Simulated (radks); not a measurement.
Values are calculated unless marked as measured or tabulated.
Q: Coherent X-ray form factor from a spherical all-electron density. Code: a radial shooting solver on a logarithmic mesh with Libxc functionals. Model: non-relativistic Kohn-Sham, r2SCAN, spin-polarised, spherical densities, point nucleus; meta-GGA in the generalised Kohn-Sham scheme.

| sin(theta)/lambda (1/angstrom) | f0 (electrons) |
|---|---|
| 0.05 | 30.318 |
| 0.1 | 28.691 |
| 0.15 | 26.773 |
| 0.2 | 24.886 |
| 0.25 | 23.097 |
| 0.3 | 21.390 |
| 0.4 | 18.194 |
| 0.5 | 15.345 |
| 0.6 | 12.946 |
| 0.8 | 9.566 |
| 1 | 7.662 |
| 1.25 | 6.386 |
| 1.5 | 5.568 |
| 2 | 4.190 |

The species is in the configuration that NIST lists as its ground one. Which atom or ion scatters so?

A: Neutral gallium, [Ar] 3d10 4s2 4p1. Extrapolating in s^2 from the first two rows gives f0(0) = 30.9, near the electron count 31; among species with that count, the fall with angle is slower the higher Z, and the table is that of Z = 31; from so few rows the species is fixed only to a neighbour or two.
